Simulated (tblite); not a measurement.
Species: C₇H₁₃PS.
Atom-mapped SMILES: `[CH3:1]/[CH:2]=[CH:3]/[P:4]1[CH2:5][CH2:6][S:7][CH2:8][CH2:9]1` (hydrogens: H10, H11, H12 on C1; H13 on C2; H14 on C3; H15, H16 on C5; H17, H18 on C6; H19, H20 on C8; H21, H22 on C9)

Computed with GFN2-xTB (tblite), gas phase: L-BFGS steps from a force-field or distance-geometry start until the largest atomic force falls under 0.01 eV/Å.

Geometry at step 6:
```
atom  x, y, z in Å
C1      3.8562   -0.1925    0.2712
C2      2.4767   -0.3274   -0.2758
C3      1.4439    0.4429    0.0373
P4     -0.1835    0.1951   -0.7540
C5     -1.1718    1.5288    0.0992
C6     -2.6670    1.3041   -0.0797
S7     -3.2754   -0.1314    0.8610
C8     -2.2788   -1.4597    0.1161
C9     -0.7865   -1.2362    0.2899
H10     3.9273    0.6429    0.9634
H11     4.5717   -0.0433   -0.5359
H12     4.1470   -1.1073    0.7860
H13     2.3384   -1.1358   -0.9783
H14     1.5781    1.2851    0.7033
H15    -0.9350    1.5703    1.1679
H16    -0.9112    2.4834   -0.3726
H17    -2.9369    1.1528   -1.1263
H18    -3.2383    2.1462    0.3177
H19    -2.5968   -2.3634    0.6425
H20    -2.5600   -1.5385   -0.9368
H21    -0.2576   -2.1290   -0.0532
H22    -0.5508   -1.0679    1.3460
```

Problem. What forces act on the atoms?

Solution. 
| atom | Fx (eV/Å) | Fy (eV/Å) | Fz (eV/Å) |
| --- | --- | --- | --- |
| C1 | -0.014 | 0.017 | 0.042 |
| C2 | 0.086 | -0.027 | -0.020 |
| C3 | -0.127 | 0.066 | -0.051 |
| P4 | 0.001 | -0.018 | -0.029 |
| C5 | -0.075 | -0.006 | -0.006 |
| C6 | 0.027 | -0.038 | 0.026 |
| S7 | -0.007 | 0.012 | 0.108 |
| C8 | -0.021 | 0.001 | 0.009 |
| C9 | -0.064 | 0.028 | 0.021 |
| H10 | -0.008 | 0.004 | 0.014 |
| H11 | -0.022 | 0.033 | -0.056 |
| H12 | -0.018 | -0.023 | 0.048 |
| H13 | -0.019 | -0.107 | -0.078 |
| H14 | -0.104 | 0.051 | 0.064 |
| H15 | 0.062 | 0.017 | -0.054 |
| H16 | 0.064 | -0.031 | 0.093 |
| H17 | 0.059 | 0.006 | -0.024 |
| H18 | 0.034 | -0.028 | -0.044 |
| H19 | 0.004 | 0.046 | -0.070 |
| H20 | 0.052 | 0.008 | 0.018 |
| H21 | 0.071 | -0.020 | 0.034 |
| H22 | 0.019 | 0.008 | -0.046 |

The largest, 0.15 eV/Å, acts on C3; the rms over all components is 0.048 eV/Å. The forces sum to zero within rounding, as they must for an isolated molecule in no field.

Problem. Give the force on C3 in Eh/bohr and in nN.

Solution. 0.152 eV/Å ÷ 51.422 = 0.00295 Eh/bohr, and 0.152 eV/Å × 1.602 = 0.24 nN.

Problem. How far is this geometry from the end of the optimisation?

Solution. 0.019 eV above it, and 0.057 Å rms away after alignment. The bonds farthest from their final lengths, with half the difference of the two atoms' forces along the bond (positive lengthens):

```
  bond  now (Å)  final (Å)  force along bond (eV/Å)
 C3–P4    1.826      1.819                    -0.06
 C5–C6    1.523      1.519                    -0.05
C2–H13    1.080      1.083                    +0.06
C8–H19    1.093      1.091                    -0.04
 P4–C5    1.866      1.864                    +0.03
C3–H14    1.082      1.084                    +0.03
```

The angle farthest from its final value is C3–P4–C5, 100.2° against 98.0°.

What follows is the cost of the whole relaxation. Hardware: an Arm Neoverse V1 with one thread, no GPU (shared host). Cost: 0.5 s.
